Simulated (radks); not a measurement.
Values are calculated unless marked as measured or tabulated.
Ionisation of the barium ion Ba+, [Xe] 6s1, to [Xe] as the strength of local exchange is varied. Level of theory: scalar-relativistic Kohn-Sham, Slater X-alpha exchange (alpha = 2/3 is LDA exchange), no correlation, spin-unpolarised, spherical densities, point nucleus (a radial shooting solver on a logarithmic mesh with Libxc functionals).

alpha,E(Ba+) (hartree),exchange (hartree),IE (eV),-e of the level emptied (eV),<r> of it (bohr)
0.64,-8116.3122,-178.0418,9.220,6.859 (6s),4.411
0.667,-8123.8484,-185.7126,9.349,6.987 (6s),4.379
0.745,-8145.6559,-207.9452,9.727,7.366 (6s),4.289
0.895,-8187.7457,-251.0029,10.474,8.120 (6s),4.127
0.917,-8193.9357,-257.3514,10.586,8.233 (6s),4.104
0.955,-8204.6376,-268.3373,10.781,8.431 (6s),4.066
0.975,-8210.2754,-274.1296,10.884,8.536 (6s),4.046

NIST Atomic Spectra Database: 10.004 eV (measured). The Delta-SCF value meets it near alpha = 0.80. Spin polarisation and multiplet splitting are left out, so open shells lie too high by an amount that depends on their filling.

Beside tabulated values, note that spin-unpolarised runs miss the spin-polarisation part of the exchange energy of open shells.
